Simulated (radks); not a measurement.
The numbers below are computed, except where a source is named.
Q: Species: Ge+. Configuration: [Ar] 3d10 4s2 4p1. Level of theory: Dirac Kohn-Sham, BLYP, spin-unpolarised, spherical densities, point nucleus; open shells fill j = l - 1/2 first (a radial shooting solver on a logarithmic mesh with Libxc functionals). Some entries of the table are withheld. Estimate them.

orbital  occ.  eigenvalue (eV)  r(max) (bohr)  <r> (bohr)
1s1/2       2              (1)        0.03072     0.04700
2s1/2       2        -1380.393            (2)      0.2098
2p1/2       2        -1229.093         0.1391         (3)
2p3/2       4        -1197.192         0.1421         (4)
3s1/2       2        -177.0405         0.5423         (5)
3p1/2       2        -127.1848         0.5372         (6)
3p3/2       4        -122.8976         0.5457         (7)
3d3/2       4         -38.4584         0.5011         (8)
3d5/2       6         -37.8718         0.5040         (9)
4s1/2       2         -19.7779          1.705       2.028
4p1/2       1         -11.3243          2.058       2.538
4p3/2       0         -11.0794          2.093       2.579

A: 
(1) 1s1/2 eigenvalue (eV): -10969.74
(2) 2s1/2 r(max) (bohr): 0.1761
(3) 2p1/2 <r> (bohr): 0.1812
(4) 2p3/2 <r> (bohr): 0.1848
(5) 3s1/2 <r> (bohr): 0.6242
(6) 3p1/2 <r> (bohr): 0.6398
(7) 3p3/2 <r> (bohr): 0.6506
(8) 3d3/2 <r> (bohr): 0.7325
(9) 3d5/2 <r> (bohr): 0.7378
